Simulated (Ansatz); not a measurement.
Relaxation of BBrClH4N (8 atoms, charge 0, multiplicity 1), to a largest force component of 0.03 eV/Å in at most 50 steps.

Theory: RKS revPBE-D4/def2-SVP (Ansatz 0.2.0).

```xyz
8
Properties=species:S:1:pos:R:3
B 0.058 0.535 -0.421
Cl 0.173 -0.274 2.536
N 1.318 0.085 -0.803
H 1.493 -0.899 -1.009
H 2.152 0.672 -0.803
H -0.945 -0.135 -0.432
Br -0.146 2.498 0.001
H -0.022 1.031 2.319
```

Where does it end, and by what steps?

It converged. After 7 steps the energy has fallen by 0.102 eV; Cl2 moved furthest, 0.49 Å.

| step | energy less start (eV) | largest force component (eV/Å) | accepted |
| --- | --- | --- | --- |
| 0 | 0.0000 | 0.882 | yes |
| 1 | -0.0503 | 1.060 | yes |
| 2 | -0.0733 | 0.899 | yes |
| 3 | -0.0702 | 0.670 | no |
| 4 | -0.0901 | 0.621 | yes |
| 5 | -0.1016 | 0.068 | yes |
| 6 | -0.1021 | 0.068 | yes |
| 7 | -0.1024 | 0.014 | yes |

```xyz
8
Properties=species:S:1:pos:R:3
B 0.057 0.543 -0.523
Cl 0.168 -0.089 2.990
N 1.325 0.085 -0.870
H 1.481 -0.869 -1.199
H 2.177 0.640 -0.772
H -0.939 -0.135 -0.635
Br -0.143 2.374 0.152
H -0.045 0.963 2.245
```

Whether the end is a true minimum wasn't checked by a vibrational analysis.

Time of the run: 16 s on 2 threads of Arm Neoverse V2 (shared host), peak memory 0.14 GiB.
